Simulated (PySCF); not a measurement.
Telling isomers of C4H7ClO2 apart by NMR

Isolated molecule, non-relativistic Hamiltonian, fast rotation and ring inversion assumed for equivalent nuclei, one conformer. NMR shieldings at PBE0/pcSseg-1/GIAO; GFN2-xTB geometry; PySCF.

Referencing at the same level of theory: TMS for $^{1}$H (σ = 31.72 ppm), $^{13}$C (σ = 186.93 ppm). Where no couplings were computed, multiplicities follow the n + 1 count of equivalent neighbours, and m marks all less simple cases (inequivalent or close neighbours, rings, F or P nearby). Shifts are as computed. Against solution values, carbons near 30 ppm lie about +3 ppm off and those near 130 ppm about +5 ppm; carbons on Cl a further +6 ppm. Of 1211 compounds with measured shifts, 218 miss one by over three times the rms of a fit or turn the order of signals round; such compounds aren't used in these exercises. Carbons bonded to Cl come out too deshielded.

(1) Tabulate the signals of `COC(=O)CCCl`, `CO[C@H](C)C(=O)Cl` and their relative energies.

(2) What is the quickest way to tell COC(=O)CCCl from CO[C@H](C)C(=O)Cl?

## Answers

(1) 
| SMILES | carbon types | δC | δH | E rel. (kcal/mol) |
| --- | --- | --- | --- | --- |
| COC(=O)CCCl | 1×C 2×CH2 1×CH3 | 178.4, 54.0, 45.0, 41.1 | 3.88 (s, 3H), 3.71 (t, 2H), 2.71 (t, 2H) | 0.0 |
| CO[C@H](C)C(=O)Cl | 1×C 1×CH 2×CH3 | 184.5, 87.9, 59.6, 22.4 | 3.94 (q, 1H), 3.61 (s, 3H), 1.65 (d, 3H) | 15.5 |

Energies are electronic energies at PBE0/pcSseg-1 on these geometries, without zero-point or thermal terms, each for the one conformer computed, which needn't be the lowest.

(2) Both give the same number of carbon signals, but DEPT or the intensities differ. The first has an sp3 CH2 bonded to Cl at 45.0 ppm, the second an sp3 CH bonded to O, α to a carbonyl at 87.9 ppm. Their most deshielded carbons lie at 178.4 and 184.5 ppm.
